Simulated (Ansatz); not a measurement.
**Ligand exchange: C3H4F4O + CuH → C3H5F3O + CuF**

Species: C3H4F4O `FCOC(F)C(F)F`, singlet; CuH, singlet; C3H5F3O `FCOCC(F)F`, singlet; CuF (fluorocopper), singlet. The partners trade F for H: C–F and Cu–H bonds give way to C–H and Cu–F.

Shapes, held fixed at every level: PBE0-D4/def2-TZVP. Flexible molecules stand in one conformer, not always the lowest. Programs: Ansatz 0.2.0. Electronic energies: no zero-point or thermal term.

| level | kind | ΔE (kJ/mol) |
| --- | --- | --- |
| HF/def2-TZVPP | Hartree–Fock | -98.3 |
| PBE-D4/def2-TZVPP | GGA | -61.9 |
| r2SCAN-D4/def2-TZVPP | meta-GGA | -66.0 |
| B3LYP-D4/def2-TZVPP | global hybrid | -72.1 |
| PBE0-D4/def2-TZVPP | global hybrid | -68.6 |
| wB97M-V/def2-TZVPP | range-separated hybrid | -74.5 |
| wB97X-V/def2-TZVPP | range-separated hybrid | -82.0 |

wB97X-V/def2-TZVPP gives ΔE = -82.0 kJ/mol; the levels span -98.3 to -61.9. The median of the levels is -72.1. No measured value is set beside it here. Relativity is left out for Cu.
